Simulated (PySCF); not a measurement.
# Vibration and rotation of SbTe⁻

r²SCANh constants of SbTe⁻, ³Σ⁻ (triplet), unpaired electrons π ↑↑ (PySCF, scalar-relativistic core potentials, basis sets Sb def2-TZVPPD with ECP28, Te def2-TZVPPD with ECP28; masses 120.9038 and 129.9062 u):

* ωe: 223.8 cm⁻¹
* ωexe: 0.411 cm⁻¹
* Be: 0.038657 cm⁻¹
* αe: 9.47e-05 cm⁻¹
* De to Sb + Te⁻: 2.72 eV

(1) What force constant and bond length do these constants imply?

(2) Estimate the centrifugal constant D from the Kratzer relation and find the Dunham coefficient a1.

These are scalar-relativistic numbers at best; spin–orbit coupling would shift them, the dissociation energy most. For an ion De counts to the pair picked by the measured ionisation energies or electron affinities, which need not be the lowest pair at this level. The state is the lowest determinant that a PBE0 search found; another state may lie lower at other levels.

Answers

(1) Reduced mass μred = 62.622 u; k = 5.8918×10⁻⁷·μred·ωe² (u, cm⁻¹, mdyn/Å) = 1.85 mdyn/Å; Re = √(16.8576/(μred·Be)) (u, cm⁻¹, Å) = 2.639 Å.

(2) D = 4Be³/ωe² = 4.61e-09 cm⁻¹; a1 = −1 − αeωe/(6Be²) = -3.36.
